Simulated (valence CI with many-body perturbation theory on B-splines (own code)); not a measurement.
## Energy levels of In26+

Computed by configuration interaction combined with many-body perturbation theory (CI+MBPT): five valence electrons over a frozen Dirac-Fock core [Ar], radial functions for each j: 7 s, 7 p, 8 d, 6 f, 4 g, 1 h, with the one-electron correlation potential Σ1 (screened to all orders), the two-electron term Σ2, the three-electron term Σ3, Breit, model QED; selected single and double excitations, second order for the rest, scaled by the run's own slope (own B-spline code, finite nucleus).

The last digits are not significant, and no measured levels were compared; by estimate large intervals hold to a few tenths of a per cent, small ones and those within an open d or f shell to about a per cent. Only levels of the ground parity were solved; by the run's estimate the other parity begins above the list, which can be wrong where configurations are misplaced.

Levels 1 to 37 of 37, with energies above the lowest level, 3d5 6S_5/2. "Leading %" is the weight of the configuration and term that name the level; weights of strongly mixed levels are sums over their largest components and can fall short. In the jj column 3d3/2^4 stands for four electrons in 3d with j = 3/2. Lifetimes count E1, E2, E3, M1 and M2 decay at the calculated energies, and are blank where another channel may lead or the interval is too uncertain; long ones can be off by a factor of two.

```tsv
No.	Configuration	Term	J	E (cm⁻¹)	Leading %	Lifetime	Leading jj
1	3d5	6S	5/2	0	77		3d3/2^3 3d5/2^2 (41 %)
2	3d5	4G	5/2	85260	26	175 μs	3d3/2^4 3d5/2 (63 %)
3	3d5	4G	7/2	121810	58	637 μs	3d3/2^3 3d5/2^2 (89 %)
4	3d5	4P	3/2	125800	45	90.1 μs	3d3/2^3 3d5/2^2 (88 %)
5	3d5	4G	11/2	127150	70		3d3/2^3 3d5/2^2 (78 %)
6	3d5	4G	5/2	135100	40	134 μs	3d3/2^3 3d5/2^2 (52 %)
7	3d5	4G	9/2	136770	77	9.40 ms	3d3/2^3 3d5/2^2 (60 %)
8	3d5	4P	1/2	146180	66	2.69 ms	3d3/2^3 3d5/2^2 (60 %)
9	3d5	4D	7/2	169350	56	331 μs	3d3/2^2 3d5/2^3 (68 %)
10	3d5	2D	5/2	176290	33	103 μs	3d3/2^3 3d5/2^2 (52 %)
11	3d5	2I	11/2	192200	67	259 μs	3d3/2^2 3d5/2^3 (82 %)
12	3d5	2F	7/2	196300	40	368 μs	3d3/2^3 3d5/2^2 (60 %)
13	3d5	4D	1/2	197440	73	154 μs	3d3/2^2 3d5/2^3 (87 %)
14	3d5	4D	3/2	200310	44	185 μs	3d3/2^2 3d5/2^3 (59 %)
15	3d5	2G	9/2	208600	48	279 μs	3d3/2^2 3d5/2^3 (62 %)
16	3d5	4F	3/2	210140	50	60.3 μs	3d3/2^2 3d5/2^3 (74 %)
17	3d5	2I	13/2	211210	100	1.50 ms	3d3/2^2 3d5/2^3 (100 %)
18	3d5	2F	5/2	223530	32	65.1 μs	3d3/2^2 3d5/2^3 (63 %)
19	3d5	2H	9/2	247010	54	72.9 μs	3d3/2^2 3d5/2^3 (99 %)
20	3d5	4F	5/2	251430	33	55.6 μs	3d3/2^2 3d5/2^3 (54 %)
21	3d5	2G	7/2	257370	59	275 μs	3d3/2^2 3d5/2^3 (92 %)
22	3d5	2F	5/2	272170	45	55.2 μs	3d3/2^2 3d5/2^3 (60 %)
23	3d5	2D	3/2	272920	57	135 μs	3d3/2 3d5/2^4 (48 %)
24	3d5	2F	7/2	278910	64	68.0 μs	3d3/2 3d5/2^4 (52 %)
25	3d5	2S	1/2	295080	78	64.0 μs	3d3/2^2 3d5/2^3 (38 %)
26	3d5	4F	7/2	297120	47	70.3 μs	3d3/2 3d5/2^4 (67 %)
27	3d5	2H	11/2	301550	67	50.8 μs	3d3/2 3d5/2^4 (94 %)
28	3d5	2G	9/2	303520	49	120 μs	3d3/2 3d5/2^4 (58 %)
29	3d5	2D	3/2	331080	82	37.5 μs	3d3/2 3d5/2^4 (53 %)
30	3d5	2D	5/2	336060	58	38.8 μs	3d3/2 3d5/2^4 (60 %)
31	3d5	2D	5/2	365020	58	43.3 μs	3d5/2^5 (40 %)
32	3d5	2G	9/2	367310	96		3d3/2^2 3d5/2^3 (61 %)
33	3d5	2G	7/2	383730	83		3d3/2 3d5/2^4 (70 %)
34	3d5	2P	3/2	414880	81		3d3/2^2 3d5/2^3 (81 %)
35	3d5	2P	1/2	445180	88	49.3 μs	3d3/2 3d5/2^4 (56 %)
36	3d5	2D	5/2	476840	94	26.8 μs	3d3/2^2 3d5/2^3 (65 %)
37	3d5	2D	3/2	494390	80	30.2 μs	3d3/2 3d5/2^4 (77 %)
```

Names give the largest LS component (configuration and term), which can be under half, so a name can repeat, a term be missing and a line seem to break the LS rules; names also repeat where a configuration has a term twice.

The ionisation energy to 3d4 5D_0 of the next ion comes out as 1412.2 eV (NIST: 1413 ± 4 eV (theoretical)). All 37 levels together are meant to be complete up to 514470 cm⁻¹.
